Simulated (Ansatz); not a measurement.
Breaking the In1–H2 bond in ClFHIn (SMILES [F][InH][Cl]) (multiplicity 1 held, fragments rigid). Energies count from the point at 1.694 Å.
Geometry at that point (charge 0, multiplicity 1):
```csv
atom,x (Å),y (Å),z (Å)
In,-0.0947,-0.4182,0.2022
H,-1.0212,-1.8132,0.4545
F,1.5781,-0.1126,1.1639
Cl,-0.5023,1.3717,-1.2258
```

U- levels take the lowest unrestricted solution at each point, which mixes spins at long bonds. Active spaces are followed from a long bond inwards. Curves can end on different states.

Frozen-core correlation. Filled d and f shells under p-block atoms count as core.

Run with Ansatz (a program for electronic structure). Each number belongs to the level named beside it. In def2 rows elements past Kr take small-core potentials, without spin–orbit coupling.

Energies in kJ/mol.

| R (Å) | U-CCSD/def2-TZVPP | CASSCF(2,2)/def2-TZVPP | SC-NEVPT2 on CASSCF(2,2)/def2-TZVPP | FIC-MRCISD on CASSCF(2,2)/def2-TZVPP | FIC-MRCISD+Q on CASSCF(2,2)/def2-TZVPP |
|---|---|---|---|---|---|
| 1.355 | 137 | 141 | 139 | 137 | 137 |
| 1.524 | 29 | 32 | 31 | 30 | 30 |
| 1.694 | 0 | 0 | 0 | 0 | 0 |
| 1.863 | 11 | 8 | 9 | 11 | 11 |
| 2.032 | 43 | 36 | 38 | 42 | 42 |
| 2.286 | 105 | 91 | 95 | 101 | 102 |
| 2.540 | 170 | 145 | 151 | 159 | 161 |
| 2.964 | 249 | 210 | 220 | 231 | 235 |
| 3.387 | 283 | 245 | 257 | 269 | 274 |
| 3.895 | 293 | 261 | 274 | 286 | 292 |
| 4.573 | 295 | 266 | 280 | 292 | 298 |
| 5.419 | 296 | 267 | 281 | 293 | 299 |

Doubts at one or more of the structures used: a spin-contaminated determinant (U-CCSD/def2-TZVPP); T1 above 0.05 (U-CCSD/def2-TZVPP).
